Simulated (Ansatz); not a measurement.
A geometry relaxed with B3LYP-D3(BJ)/def2-TZVP run with Ansatz (a quantum-chemistry and plane-wave program), charge 0, multiplicity 1:

```xyz
10

Si     1.7763    -0.0621     0.3690
H      2.0883     0.1609     1.7997
H     -1.1491    -1.9086    -0.8628
C     -1.5445    -0.9261    -0.6353
H      2.0964    -1.4582    -0.0042
Si    -0.4890     0.2583    -0.0248
H     -2.6021    -0.7939    -0.8245
H     -1.8382     2.0585     0.2572
O     -0.9195     1.7966     0.3740
H      2.5813     0.8747    -0.4483
```

Task: Write the SMILES of this molecule.

Result: `C=[Si](O)[SiH3]`
